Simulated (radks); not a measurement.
Results of a calculation; reference values are marked as such.
Te II, 51 electrons, occupied as [Kr] 4d9 5s2 5p4 (not the ground configuration). Code: a radial shooting solver on a logarithmic mesh with Libxc functionals. Model: Dirac Kohn-Sham, LDA (Slater exchange, Perdew-Wang correlation), spin-unpolarised, spherical densities, finite nucleus; open shells fill j = l - 1/2 first; Fermi nuclear charge, rms radius 4.7423 fm.

Unscreened Slater integrals over Kohn-Sham orbitals (eV). Large and small components are both included.

integral,value
"F0(5p3/2,5p3/2)",10.254
"F2(5p3/2,5p3/2)",5.4892
"F0(5p3/2,5p1/2)",10.457
"G2(5p3/2,5p1/2)",5.5738
"F0(5p3/2,5s1/2)",11.187
"G1(5p3/2,5s1/2)",7.2528
"F0(5p3/2,4d5/2)",12.916
"F2(5p3/2,4d5/2)",3.4968
"G1(5p3/2,4d5/2)",1.0816
"G3(5p3/2,4d5/2)",1.0023
"F0(5p1/2,5p1/2)",10.676
"F0(5p1/2,5s1/2)",11.469
"G1(5p1/2,5s1/2)",7.6728
"F0(5p1/2,4d5/2)",13.390
"G3(5p1/2,4d5/2)",1.1386
"F0(5s1/2,5s1/2)",12.513
"F0(5s1/2,4d5/2)",15.315
"G2(5s1/2,4d5/2)",1.9375
"F0(4d5/2,4d5/2)",25.704
"F2(4d5/2,4d5/2)",12.989
"F4(4d5/2,4d5/2)",8.6110
